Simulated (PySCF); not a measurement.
Ge(H)2(SMe)2, SMILES C[S][GeH2][S]C (C2H8GeS2), singlet at its B3LYP/def2-SVP optimised geometry (Å):

```
13

Ge     0.6058     0.8155     0.0000
S     -0.2366    -0.1483    -1.8435
C      0.5492    -1.8068    -1.7333
S      0.0335    -0.3301     1.8432
C     -1.7990    -0.2293     1.7347
H      0.0198     2.2431     0.0000
H      2.1489     0.8155     0.0000
H      0.0518    -2.4408    -2.4804
H      0.4027    -2.2431    -0.7349
H      1.6230    -1.7559    -1.9650
H     -2.1489    -0.5345     0.7382
H     -2.1571     0.7853     1.9620
H     -2.1971    -0.9257     2.4859
```

Method: B3LYP/def2-TZVP (PySCF 2.14.0). Cells within 0.4 Å of a nucleus heavier than hydrogen are left out (blank, or x).

Map of the deformation density (molecule minus spherical neutral atoms) (e/bohr³) on the plane z = 0.0 Å:

```
|111111111111111111111111111|
|111111111111111111111111111|
|111111111111111111111111111|
|111111111111111111111111111|
|111111111111111111111111111|
|111111111111111111111111111|
|111111111111143211111111111|
|111111111111397311111111111|
|111111111111376311111111111|
|111111111111232112321111111|
|11111111111111xx04762111111|
|11111111111001xx04892111111|
|111111111111111113431111111|
|111111111111111101211111111|
|111111001111111001111111111|
|111111001111111111111111111|
|111111111111111111111111111|
|111111111111111111111111111|
|111111111111111111111111111|
|111111111111110111111111111|
|111111111111110011111111111|
|111111111111111111111111111|
|111111111111111111111111111|
|111111111111111111111111111|
|111111111111111111111111111|
|111111111111111111111111111|
|111111111111111111111111111|
```
Scale: ten equal steps from -0.015 (start of '0') to 0.071 (end of '9'), in the order '0123456789'; x runs from -4.50 to 4.50, y from -4.50 (bottom) to 4.50 (top).
